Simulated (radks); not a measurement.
The numbers below are computed, except where a source is named.
Coulomb parameter of the 4f shell of the dysprosium ion Dy3+ in the model configuration [Xe] 4f7.5 6s1.5, as a second difference U = [E(n + 0.5) + E(n - 0.5) - 2 E(n)] / (0.5)^2 with all orbitals relaxed. "Bare": the charge of the atom changes with n. "Screened": the 6s shell takes up the change at fixed total charge, which measures U(4f,4f) + U(6s,6s) - 2 U(4f,6s). Level of theory: Dirac Kohn-Sham, PBE, spin-unpolarised, spherical densities, point nucleus; open shells are shared between the two j in proportion to 2j + 1 (a radial shooting solver on a logarithmic mesh with Libxc functionals).

| case | configuration | E - E(n) (eV) |
|---|---|---|
| start | [Xe] 4f7.5 6s1.5 | 0.000 |
| bare +0.5 | [Xe] 4f8 6s1.5 | -22.806 |
| bare -0.5 | [Xe] 4f7 6s1.5 | 28.109 |
| screened +0.5 | [Xe] 4f8 6s1 | -10.933 |
| screened -0.5 | [Xe] 4f7 6s2 | 13.272 |

U(bare) = 21.210 eV, U(screened by 6s) = 9.357 eV.
